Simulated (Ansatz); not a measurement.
Molecule: sum formula BH₂Br (charge 0, singlet). 
Coordinates optimised at B3LYP-D3(BJ)/def2-TZVP (Ansatz, an electronic-structure program):
```xyz
4

B     -1.5458     0.1038    -0.1796
Br     0.3404    -0.0229     0.0396
H     -1.9662     0.9940    -0.8363
H     -2.2187    -0.7130     0.3500
```

Property: vertical triplet-singlet gap (E(triplet) - E(singlet); each state is the SCF solution reached for its spin; for the triplet T1 is 0.047), in kcal/mol. Cores are frozen in the correlated levels unless marked. Open shells are spin-unrestricted. Spin-orbit coupling is left out. Frozen are the shells of the preceding noble gas and the d and f shells that filled before the atom's block. Non-relativistic. Basis-set limits of correlation are two-point, X^-3; Hartree-Fock from the larger set. The bracket is a focal-point correction in the basis named.

```csv
level,program,vertical triplet-singlet gap (kcal/mol),minus last row
wB97M-V/def2-TZVPD,Ansatz,104.4,-3.0
RI-MP2/aug-cc-pVTZ,Ansatz,111.7,4.3
RI-MP2/def2-QZVPPD,Ansatz,112.6,5.2
SCS-MP2/aug-cc-pVQZ,Ansatz,114.6,7.2
CCSD(T)/def2-QZVPPD,Ansatz,106.6,-0.8
"RI-MP2/CBS(aug-cc-pVTZ,aug-cc-pVQZ)+[CCSD(T)-MP2]/aug-cc-pVDZ",Ansatz,107.8,0.4
"CCSD(T)/CBS(aug-cc-pVTZ,aug-cc-pVQZ)",Ansatz,107.4,0.0
```
